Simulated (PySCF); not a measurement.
C6H4F3N.
SMILES with atom numbers: `[CH:1]#[C:2][C@@H:3]([N:4]=[CH2:5])[C:6]([F:7])=[C:8]([F:9])[F:10]` (hydrogens: H11 on C1; H12 on C3; H13, H14 on C5)

Geometry (GFN2-xTB, Å), atoms numbered from 1 in this order:
```xyz
14
C6H4F3N angstrom
C     -1.4798    1.8429    1.2753
C     -0.7860    0.8903    1.0664
C     -0.0037   -0.2962    0.7360
N     -0.6712   -1.3158   -0.0518
C     -1.7943   -1.1282   -0.5687
C      1.2284    0.1235   -0.0324
F      1.0030    0.7751   -1.1852
C      2.4781   -0.1210    0.3391
F      3.5698    0.2328   -0.3196
F      2.7918   -0.7501    1.4649
H     -2.0625    2.6865    1.4988
H      0.3260   -0.7879    1.6609
H     -2.2104   -1.9350   -1.1541
H     -2.3896   -0.2172   -0.4715
```

Computed at PBE0/pcSseg-1 (PySCF, non-relativistic), with Q(14N) = 0.02044 b: N4, 14N (I = 1): χzz = -5.473 MHz, η = 0.231.

Q: Find the zero-field quadrupole resonance frequencies of 14N at N4.

A: From ν± = (3/4)|χ|(1 ± η/3) and ν0 = |χ|η/2: ν+ 4.422 MHz, ν− 3.788 MHz, ν0 0.633 MHz (imine nitrogen).

In a crystal, neighbours and librations shift these lines. The structure is a single GFN2-xTB conformer in the gas phase; no vibrational or solvent corrections. GFN2-xTB bond lengths can be off by several hundredths of an ångström, more for odd bonds, and the gradients follow them. The basis is small and wasn't made for field gradients, so the couplings can be 20 % off.

These values come from a run that also computed NMR shieldings. Hardware: Arm Neoverse V1, one thread, on a shared host. Cost: 44 s wall (grids of density and orbitals included), 0.83 GiB resident at most.
